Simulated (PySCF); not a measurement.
F2H2OSeSi. Atoms are numbered in the order given.

```xyz
7

O     -1.0267     1.5822     0.9843
Si    -0.7429     0.0834     0.3897
F     -1.8471    -0.3505    -0.7011
F     -0.9048    -0.9009     1.6487
Se     1.2422    -0.1545    -0.6698
H     -0.8321     2.3340     0.4121
H      1.9781     0.3577     0.5037
```

Geometry: B3LYP-D3(BJ)/def2-SVP. The structure was generated by enumeration, and PubChem lists no compound with its InChIKey, so it may never have been made. The values are those of a single conformer.

These are PBE/def2-TZVP in PySCF values and carry that method's errors.

Gas-phase values at a fixed geometry.

Q: Estimate the frontier levels, gap, dipole moment and polarisability. (An estimate is asked for; the answer gives what the named calculation found.)

A: 
```
Quantity                                                                                                       Result
---------------------------------------------------------------------------------------------  ----------------------
highest occupied level                                                                                       -6.57 eV
lowest empty level                                                                                           -1.19 eV
orbital gap                                                                                                   5.38 eV
dipole moment                                                                                                  2.56 D
quadrupole, principal values (traceless, Buckingham form, about the centre of nuclear charge)   -6.06, 1.00, 5.05 D·Å
mean static polarisability                                                                       52.5 bohr³ (7.78 Å³)
polarisability, principal values                                                               46.0, 48.3, 63.2 bohr³
```
